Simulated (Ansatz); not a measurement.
Basis-set extrapolation for `O[Si](F)F` radical (PBE0-D4/def2-TZVP geometry, frozen core, the Gaussian-basis code of Ansatz). Multiplicity 2, UHF reference.

|  | def2-TZVPP | def2-QZVPP |
| --- | --- | --- |
| HF | -563.546293 | -563.569956 |
| MP2 correlation | -0.830073 | -0.907449 |
| CCSD(T) correlation | -0.860646 | not run |

Energies in hartree. Use E(X) = E(∞) + A·exp(−7.88·√X) for Hartree–Fock and E(X) = E(∞) + B·X^(−2.97) for correlation, with X = 3 and 4, and add CCSD(T) minus MP2 of the smaller set to the MP2 limit.

Question: What is the CCSD(T) energy at the basis-set limit?

Answer: HF limit: -563.569956 + (-0.023663) × 0.13774 = -563.57322. MP2 limit: -0.907449 + (-0.077376) × 0.74074 = -0.96476. Higher-order term: -0.860646 − (-0.830073) = -0.03057. Total: -564.56855 hartree, 4.40 eV below CCSD(T)/def2-TZVPP.
